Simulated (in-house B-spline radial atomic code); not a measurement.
## How G0W0 and RPA depend on the start: Cl VIII (Cl7+)

Configuration [He] 2s2 2p6. Computed with a B-spline radial code for spherical atoms: all electrons, scalar-relativistic (spin-free one-electron X2C), finite nucleus, each spin shell either full or empty, empty states to l = 9 with an (l + 1/2)⁻⁴ tail; G0W0 by contour deformation at full frequency.

```csv
start,mean-field 2p (eV),G0W0 (eV),QP weight,RPA correlation (Eh)
Hartree-Fock,-350.48,?,?,?
LDA VWN5,-323.10,?,?,?
PBE,-323.24,-348.65,0.981,-0.62283
PBE0,-330.42,-348.80,0.983,-0.61077
r2SCAN,-326.05,-348.57,0.982,-0.6141
HSE06,-329.92,-348.80,0.983,-0.6114
B3LYP (VWN-RPA),-329.25,-348.75,0.982,-0.61352
SCAN,-326.23,-348.50,0.982,-0.61368
TPSS,-323.91,-348.61,0.981,-0.61958
BHandHLYP,-337.61,-348.90,0.984,-0.59969
CAM-B3LYP,-331.17,-348.81,0.983,-0.61067
LC-wPBE,-329.23,-348.91,0.983,-0.61378
wB97X,-331.45,-348.64,0.984,-0.60891
PBEsol,-322.91,-348.76,0.981,-0.62286
BLYP,-323.34,-348.60,0.981,-0.62323
r2SCAN0,-332.45,-348.72,0.984,-0.60481
LDA exchange-only,-320.62,-349.00,0.980,-0.62352
```

**Question.** What G0W0 level, weight and RPA correlation energy follow from the LDA VWN5 start?

**Answer.** G0W0 level -348.89 eV, weight 0.981, RPA correlation -0.62341 hartree.

**Question.** What G0W0 level, weight and RPA correlation energy follow from the Hartree-Fock start?

**Answer.** G0W0 level -349.12 eV, weight 0.987, RPA correlation -0.57827 hartree.

**Question.** How much of the dependence on the start does G0W0 remove?

**Answer.** The mean-field levels span 29.9 eV and the G0W0 levels 0.621 eV. Against 348.306 ± 0.007 eV (NIST, measured) the G0W0 removal energies are off by +0.19 to +0.81 eV, with spin-orbit coupling, Breit and QED terms left out.
